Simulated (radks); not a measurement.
The numbers below are computed, except where a source is named.
Q: These are the eigenvalues of the occupied orbitals of an atom or ion with whole-number occupations (eV). Code: a radial shooting solver on a logarithmic mesh with Libxc functionals. Model: scalar-relativistic Kohn-Sham, PBE, spin-polarised, spherical densities, finite nucleus; Fermi nuclear charge, rms radius of each element as measured or else 0.836 A^(1/3) + 0.57 fm.

| orbital | eigenvalue |
|---|---|
| 1s down | -9620.968 |
| 1s up | -9620.966 |
| 2s up | -1256.314 |
| 2s down | -1253.943 |
| 2p up | -1101.614 |
| 2p down | -1099.838 |
| 3s up | -222.6127 |
| 3s down | -218.3405 |
| 3p up | -176.0273 |
| 3p down | -171.8161 |
| 3d up | -100.2298 |
| 3d down | -96.0227 |

Which element is it, and in what charge state? The configuration may be excited. Open shells, if any, are filled with parallel spins first.

A: Z = 30, zinc, charge +5: Zn5+ in [Ar] 3d7. The list shows which subshells hold electrons but not how many an open one holds; the 1s level, -353.56 hartree, gives Z - s = 26.6 by -(Z - s)^2/2, which with screening and relativity narrows Z to a few neighbours, and the depths of the outer levels then fix element, charge and occupations together.
